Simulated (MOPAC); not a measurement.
MOPAC input (PM7):

```
PM7 PRECISE GNORM=0.05 LET XYZ UHF MS=0.5 GEO-OK AUX(PRECISION=9) THREADS=1
HCaO

Ca   -0.00000000 1   -0.00000000 1   -0.64726500 1
O     0.00000000 1    0.00000000 1    1.33221000 1
H     0.00000000 1    0.00000000 1    2.28763100 1
```

Output:

```
 *******************************************************************************
 **                                                                           **
 **                              MOPAC v23.2.5                                **
 **                                                                           **
 *******************************************************************************
 ** MOPAC's Digital Object Identifier: https://doi.org/10.5281/zenodo.6511958 **
 **                                                                           **
 ** Please cite the open-source release paper for use of this MOPAC version:  **
 ** J. E. Moussa and J. J. P. Stewart (2026)                                  **
 ** MOPAC: An open-source semiempirical molecular orbital program             **
 ** J. Open Source Softw., 11(119), 8025, https://doi.org/10.21105/joss.08025 **
 *******************************************************************************

                              PM7 CALCULATION RESULTS

 *******************************************************************************
 *  PM7        - The PM7 Hamiltonian to be used
 *  GEO-OK     - OVERRIDE INTERATOMIC DISTANCE AND OTHER SAFETY CHECKS
 *  UHF        - UNRESTRICTED HARTREE-FOCK CALCULATION
 *  MS=        - IN MECI, MAGNETIC COMPONENT OF SPIN =  0.5
 *  LET        - OVERRIDE SOME SAFETY CHECKS
 *  PRECISE    - TIGHTER CRITERIA TO BE USED
 *  XYZ        - CARTESIAN COORDINATE SYSTEM TO BE USED
 *  GNORM      - EXIT WHEN GRADIENT NORM DROPS BELOW 0.050
 *  AUX        - OUTPUT AUXILIARY INFORMATION
 *******************************************************************************
PM7 PRECISE GNORM=0.05 LET XYZ UHF MS=0.5 GEO-OK AUX(PRECISION=9) THREADS=1
 HCaO

   ATOM   CHEMICAL          X               Y               Z
  NUMBER   SYMBOL      (ANGSTROMS)     (ANGSTROMS)     (ANGSTROMS)

     1      Ca         -0.00000000  *  -0.00000000  *  -0.64726500  *
     2       O          0.00000000  *   0.00000000  *   1.33221000  *
     3       H          0.00000000  *   0.00000000  *   2.28763100  *

          CARTESIAN COORDINATES

    NO.       ATOM           X           Y           Z

     1        Ca         -0.0000     -0.0000     -0.6473
     2         O          0.0000      0.0000      1.3322
     3         H          0.0000      0.0000      2.2876

 General Reference for PM7:
 "Optimization of Parameters for Semiempirical Methods VI: More Modifications to the
 NDDO Approximations and Re-optimization of Parameters", J. J. P. Stewart, J. Mol. Mod., 1:32, 19 (2013)
 https://link.springer.com/article/10.1007/s00894-012-1667-x

           Empirical Formula: H O Ca  =     3 atoms

      MOLECULAR POINT GROUP   :   C*v

          UHF CALCULATION, NO. OF ALPHA ELECTRONS =    5
                           NO. OF BETA  ELECTRONS =    4

          Geometry optimization using EF

          DIAGONAL MATRIX USED AS START HESSIAN

 CYCLE:     1  GRAD.:    64.030 HEAT: -45.34557
 CYCLE:     2  GRAD.:    39.596 HEAT: -48.87697
 CYCLE:     3  GRAD.:   116.345 HEAT: -45.94262
 CYCLE:     4  GRAD.:    39.664 HEAT: -48.21422
 CYCLE:     5  GRAD.:    35.889 HEAT: -49.27111
 CYCLE:     6  GRAD.:     1.166 HEAT: -49.72207
 CYCLE:     7  GRAD.:     0.071 HEAT: -49.72268
 CYCLE:     8  GRAD.:     0.008 HEAT: -49.72268

     GRADIENT =  0.00799 IS LESS THAN CUTOFF =  0.05000

 -------------------------------------------------------------------------------
 PM7 PRECISE GNORM=0.05 LET XYZ UHF MS=0.5 GEO-OK AUX(PRECISION=9) THREADS=1
 HCaO

     GEOMETRY OPTIMISED USING EIGENVECTOR FOLLOWING (EF).
     SCF FIELD WAS ACHIEVED

                              PM7 CALCULATION
                                                       MOPAC v23.2.5 Linux

          FINAL HEAT OF FORMATION =        -49.72268 KCAL/MOL =    -208.03970 KJ/MOL

          COSMO AREA              =         90.33 SQUARE ANGSTROMS
          COSMO VOLUME            =         77.27 CUBIC ANGSTROMS

          GRADIENT NORM           =          0.00799          =       0.00461 PER ATOM
          IONIZATION POTENTIAL    =          6.877833 EV
          ALPHA SOMO LUMO (EV)    =         -6.878  1.165
          BETA  SOMO LUMO (EV)    =        -10.550  1.077
          NO. OF ALPHA ELECTRONS  =          5
          NO. OF BETA  ELECTRONS  =          4
          MOLECULAR WEIGHT        =         57.0873         POINT GROUP:  C*v

          MOLECULAR DIMENSIONS (Angstroms)

            Atom       Atom       Distance
            H     3   Ca     1     2.75504
            O     2   Ca     1     0.00000
            H     3   Ca     1     0.00000

          SCF CALCULATIONS        =          9

   ATOM   CHEMICAL          X               Y               Z
  NUMBER   SYMBOL      (ANGSTROMS)     (ANGSTROMS)     (ANGSTROMS)

     1      Ca         -0.00000000  *  -0.00000000  *  -0.59282922  *
     2       O          0.00000000  *   0.00000000  *   1.27753108  *
     3       H         -0.00000000  *  -0.00000000  *   2.16221081  *

                             CARTESIAN COORDINATES

   1   Ca       -0.000000000    -0.000000000    -0.592829223
   2    O        0.000000000     0.000000000     1.277531083
   3    H       -0.000000001    -0.000000001     2.162210811

           Empirical Formula: H O Ca  =     3 atoms

      MOLECULAR POINT GROUP   :   C*v

          ALPHA EIGENVALUES
 -25.16976 -15.25251 -10.65998 -10.65998  -6.87783   1.16506   1.16506   3.30118
   8.76823

           BETA EIGENVALUES
 -25.07249 -15.03769 -10.55019 -10.55019   1.07671   1.97097   1.97097   3.48300
   8.87660

              NET ATOMIC CHARGES AND DIPOLE CONTRIBUTIONS

  ATOM NO.   TYPE          CHARGE      No. of ELECS.   s-Pop       p-Pop
    1         Ca           0.726495        1.2735     0.86005     0.41345
    2          O          -1.119235        7.1192     1.71409     5.40515
    3          H           0.392740        0.6073     0.60726
 DIPOLE           X         Y         Z       TOTAL
 POINT-CHG.    -0.000    -0.000    -4.858     4.858
 HYBRID        -0.000    -0.000     2.020     2.020
 SUM           -0.000    -0.000    -2.837     2.837

          ATOMIC ORBITAL ELECTRON POPULATIONS

     Atom    s        px        py        pz
    1 Ca   0.86005   0.01624   0.01624   0.38097
    2  O   1.71409   1.98376   1.98376   1.43763
    3  H   0.60726

                    (SZ)    =    0.500000
                    (S**2)  =    0.750251

          ATOMIC ORBITAL SPIN POPULATIONS

    Atom   Total    s     px     py     pz
         Atomic
    1 Ca  0.9726  0.693  0.002  0.002  0.277
    2  O  0.0215  0.023 -0.002 -0.002  0.002
    3  H  0.0060  0.006

 **********************
 *                    *
 * JOB ENDED NORMALLY *
 *                    *
 **********************

 == MOPAC DONE ==
```

The geometry given is a B3LYP-D3(BJ)/def2-TZVP minimum.
